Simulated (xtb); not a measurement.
Ge(Cl)2(Me)(OH) (CH₄Cl₂GeO), SMILES [CH3][Ge]([OH])([Cl])[Cl]. All values are semi-empirical tight-binding results from xtb (GFN2-xTB unless named), good for trends rather than for accurate numbers. Geometry: GFN2-xTB. The structure was generated by enumeration, and PubChem lists no compound with its InChIKey, so it may never have been made. Other conformers were not sampled.

For metal compounds this method's bond lengths and energies can be far off.

```json
{
  "orbital_gap": "6.04 eV",
  "zero_point_energy": "31.5 kcal/mol",
  "G − E(el) at 298.15 K (modified RRHO)": "9.8 kcal/mol"
}
```
